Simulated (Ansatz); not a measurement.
Two members of one family (InAs nanocrystals, H-capped), computed with Ansatz in the gas phase; def2 core potentials for In, no spin–orbit coupling. Binding counts from free atoms in the multiplicity of their measured ground term, without zero-point energy. The structures are stationary points that may keep the symmetry of their start.

First: In11As11H28, cut from wurtzite (singlet, charge 0, PBE-D4/def2-SVP geometry).

Cartesian coordinates in Å:
```
In 0.853 0.893 -4.831
As 1.515 3.371 -3.822
In -0.763 -2.464 -3.278
As 0.467 -4.184 -1.566
As 0.025 -0.103 -2.458
In 1.998 -0.406 -0.682
In 1.265 4.125 -1.246
As 2.498 2.145 0.060
In 0.442 -3.985 1.147
As 1.126 -1.498 1.598
In 3.088 -1.934 3.406
In 2.317 2.788 2.648
As 3.593 0.739 3.850
As -3.281 -2.782 -2.264
In -2.110 1.221 -1.592
As -1.258 3.555 -0.621
In -4.019 -2.291 0.304
As -2.277 -4.050 1.424
As -2.723 -0.039 0.724
In -0.935 -0.272 2.742
In -1.988 4.111 1.952
As -0.266 2.293 3.044
H 2.365 0.157 -5.273
H -0.553 1.177 -5.816
H 2.948 3.745 -4.203
H 0.847 4.476 -4.640
H -0.718 -3.056 -4.914
H 1.945 -4.093 -1.937
H 0.272 -5.634 -2.011
H 3.394 -1.225 -1.343
H 1.845 5.734 -0.922
H 3.978 2.364 -0.265
H 1.133 -5.398 1.892
H 4.501 -2.540 2.593
H 2.348 -2.498 4.878
H 2.929 4.355 3.093
H 5.081 1.044 3.677
H 3.548 1.047 5.347
H -3.887 -4.102 -2.746
H -4.171 -1.876 -3.112
H -3.475 1.237 -2.684
H -2.037 4.559 -1.474
H -5.684 -2.645 0.637
H -2.795 -5.481 1.262
H -2.528 -3.956 2.927
H -3.839 0.823 1.324
H -1.635 -1.103 4.111
H -1.380 5.695 2.333
H -3.598 3.477 2.168
H -0.403 2.484 4.558
```

| level | HOMO (eV) | LUMO (eV) | gap (eV) | binding per atom (eV) |
| --- | --- | --- | --- | --- |
| PBE-D4/def2-SVP | -5.56 | -2.45 | 3.11 | 2.40 |
| PBE0-D4/def2-SVP | -6.45 | -1.71 | 4.75 | 2.39 |

Second: In12As12H30, cut from wurtzite (singlet, charge 0, PBE-D4/def2-SVP geometry).

Cartesian coordinates in Å:
```
In -4.3346 -2.8179 0.0933
As -5.4607 -0.3454 -0.4015
In -0.6756 -4.2747 0.6462
As 1.3001 -4.4732 -1.2128
As -1.7800 -1.9448 0.1674
In -0.8977 -1.0973 -2.1996
In -4.0386 1.9216 -0.6539
As -2.1701 1.2828 -2.4547
In 3.1049 -2.5195 -1.7801
As 1.6541 -0.3494 -2.0269
In 2.6858 0.4473 -4.3913
In -0.6882 3.4788 -2.8022
As 1.1337 2.7206 -4.6250
As 0.9672 -3.8183 2.7659
In -1.2744 -0.3678 2.2543
As -2.5038 1.9392 1.5329
In 2.7108 -1.7408 2.9623
As 4.1416 -2.3480 0.7289
As 1.2913 0.3552 2.2777
In 2.2787 1.2840 -0.0165
In -1.0395 4.1696 1.4009
As 0.6741 3.4153 -0.5038
In 1.9465 1.8878 4.4019
As 0.4386 4.0748 3.6431
H -4.5854 -3.7104 -1.3788
H -4.8472 -3.2127 1.7084
H -6.3796 -0.3814 -1.6222
H -6.5594 -0.0192 0.6105
H -1.5290 -5.7822 0.8228
H 0.5806 -4.7413 -2.5311
H 1.9933 -5.8339 -1.1191
H -1.2398 -2.1840 -3.5245
H -4.9651 3.3611 -0.9694
H -2.9652 1.1917 -3.7596
H 4.2978 -3.0720 -2.9219
H 2.1062 -0.6053 -5.6483
H 4.2969 1.0529 -4.1332
H -1.5480 4.9500 -3.1570
H 0.4041 2.7665 -5.9672
H 1.9930 3.9599 -4.8730
H 1.6237 -5.1209 3.2273
H 0.0349 -3.6663 3.9650
H -1.8584 -0.9859 3.7811
H -3.5023 2.2444 2.6524
H 3.6927 -1.8708 4.3935
H 5.0894 -3.5168 1.0017
H 5.2212 -1.2722 0.6432
H 3.9682 1.7252 0.0525
H -1.9055 5.6551 1.1297
H 1.6090 4.6208 -0.6239
H 1.1427 1.2759 5.8175
H 3.5942 2.4201 4.2276
H -0.5029 4.5186 4.7619
H 1.2755 5.3531 3.6278
```

What does the change do? Estimate second minus first.


| level | Δ HOMO (eV) | Δ LUMO (eV) | Δ gap (eV) | Δ binding per atom (eV) |
| --- | --- | --- | --- | --- |
| PBE-D4/def2-SVP | 0.03 | 0.03 | 0.00 | 0.01 |
| PBE0-D4/def2-SVP | 0.04 | 0.01 | -0.03 | 0.01 |
